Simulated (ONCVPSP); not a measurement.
# What one change does to a pseudopotential (iodine (I), ONCV)

iodine, optimised norm-conserving Vanderbilt (ONCV), made with ONCVPSP 4.0.1 (PBEsol, scalar-relativistic). Core [Kr] 4d10, reference 5s2 5p5. Waves: 5s: rc 1.75 bohr, ncon 4, nbas 8, qcut 3.2 1/bohr, 2 projectors, debl 1.3 Ha; 5p: rc 2.20 bohr, ncon 5, nbas 8, qcut 3.3 1/bohr, 2 projectors, debl 0.5 Ha. Local part: polynomial inside 1.50 bohr (lpopt 5, dvloc0 0 Ha). Core correction: Teter function, fcfact 4.25, rcfact 1.1.

Change: core correction Teter function, fcfact 4.25, rcfact 2.02.

Cutoffs: the cutoffs (Ha) at which the residual kinetic energy of the hardest occupied pseudo-wave falls to 1 and 0.1 mHa per electron; they do not see the model core or the augmentation charge, which bear on the density cutoff. Errors are all-electron minus pseudo energies relative to the spin-unpolarised reference configuration.

Question: Predict the effect on cutoff, ghosts and configuration errors.

Answer: The potential gets neither clearly harder nor softer (41 Ha and 55 Ha → 41 Ha and 55 Ha); of the 4 tests that both files solve, the error grows in 4 and shrinks in 0 by more than 15 % and 0.3 meV (median size 44.4 → 749.7 meV); neither file shows a bound ghost. A model core, the more so a compact one, raises the density cutoff, which this test does not measure.

| quantity | base | changed |
| --- | --- | --- |
| cutoff, loose | 41 Ha | 41 Ha |
| cutoff, tight | 55 Ha | 55 Ha |
| bound ghosts | none | none |
| GHOST(+) flags under 300 eV | s at 14.2 eV | s at 14.2 eV |
| error for 5s2 5p4, meV [ΔE 11.15 eV] | -5.9 | -94 |
| error for 5s2 5p3, meV [ΔE 31.04 eV] | -25 | -424 |
| error for 5s2 5p2, meV [ΔE 60.42 eV] | -64 | -1075 |
| error for 5s2 5p1, meV [ΔE 99.92 eV] | -130 | -2142 |
| s: phases at 1.77 bohr within 0.05 rad from the reference energy up to (Ha; the scan ends near 5) | to the end of the scan | to the end of the scan |
| p: phases at 2.24 bohr within 0.05 rad from the reference energy up to (Ha; the scan ends near 5) | 2.4 | 2.4 |
| rms error of d²Exc/dni dnj with the model core, mHa | 2.36 | 7.50 |
